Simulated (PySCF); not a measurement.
## A series of derivatives of C[SiH2]c1ccco1

Parent skeleton `[CH3:1][SiH2:2][c:3]1[cH:4][cH:5][cH:6][o:7]1`; one hydrogen on atom 6 is replaced by X. Hydrogens on one atom are averaged.

[PySCF: NMR shieldings at PBE0/pcSseg-1/GIAO; geometry from GFN2-xTB; equivalent nuclei averaged; a single conformation; gas phase; non-relativistic]

References, each an isolated molecule treated in the same way: 13C (186.93 ppm), 29Si (349.16 ppm), 1H (31.72 ppm) vs TMS; 17O (336.08 ppm) vs H2O.

Question: Give δ (ppm) for X = OCH3, CH2F, N=CH2, CN, SH, cPr, allyl, CH3, COOH.

Answer: 
```
    X                  SMILES    C1    Si2     C3     C4     C5     C6     O7  H(C1)  H(Si2)
 OCH3      COc1ccc([SiH2]C)o1  -9.0  -60.9  142.9  131.8   89.6  173.3  292.5   0.34    4.74
 CH2F      C[SiH2]c1ccc(CF)o1  -4.5  -55.6  159.2  129.7  120.7  162.0  333.9   0.31    4.76
N=CH2     C=Nc1ccc([SiH2]C)o1  -9.6  -59.6  155.0  130.3  120.4  168.2  294.3   0.42    4.74
   CN     C[SiH2]c1ccc(C#N)o1  -6.4  -55.6  166.4  129.2  132.1  138.1  329.0   0.48    4.69
   SH       C[SiH2]c1ccc(S)o1  -5.5  -57.9  156.6  131.5  111.2  155.6  320.2   0.34    4.62
  cPr   C[SiH2]c1ccc(C2CC2)o1  -8.9  -60.3  153.0  129.6  113.0  168.8  306.8   0.34    4.69
allyl    C=CCc1ccc([SiH2]C)o1  -8.0  -59.2  154.7  129.9  114.6  166.1  326.5   0.35    4.75
  CH3       C[SiH2]c1ccc(C)o1  -5.8  -58.2  155.9  130.2  113.8  163.7  323.2   0.36    4.65
 COOH  C[SiH2]c1ccc(C(=O)O)o1  -6.3  -55.6  165.2  129.0  129.5  154.4  330.5   0.40    4.78
```

Question: Which position responds most, and to which substituents?

Answer: C5: from 89.6 ppm with OCH3 to 132.1 ppm with CN.

Unscaled 17O shifts of doubly bonded oxygen tend to come out too high, by tens of ppm or more. Experimental scales use liquid or dissolved standards, which lie at an offset from isolated H2O (liquid H2O: subtract about 36 ppm).
